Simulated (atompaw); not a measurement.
# nitrogen (N): PAW (atompaw) pseudisation with PBE, scalar-relativistic reference atom.

N, PAW, made with atompaw 4.2.0.5 (PBE, scalar-relativistic). Core [He], reference 2s2 2p3. Waves: 2s (bound): rc 0.75 bohr; 2s channel at -1 Ry: rc 1.65 bohr; 2p (bound): rc 1.65 bohr; 2p channel at 1.85 Ry: rc 1.65 bohr. Local part: bessel scheme, radius 1.15 bohr. Core correction: smooth core density matched at 0.85 bohr. Augmentation charge: gaussian compensation charge, radius 1.55 bohr; PAW radius 1.65 bohr; waves and projectors: custom rrkj vanderbiltortho.

All-electron outer shells of the reference configuration (PBE, scalar-relativistic, ld1.x):

| shell | level (eV) | outermost node (bohr) | outermost maximum (bohr) |
| --- | --- | --- | --- |
| 1s | -384.72 | – | 0.15 |
| 2s | -18.58 | 0.32 | 1.02 |
| 2p | -7.09 | – | 0.98 |

(1) Is a potential produced?

## Answers

(1) No. atompaw 4.2.0.5 stopped with "atompaw: The overlap operator has at least one negative eigenvalue!": the overlap operator built from these waves and projectors is not positive definite.
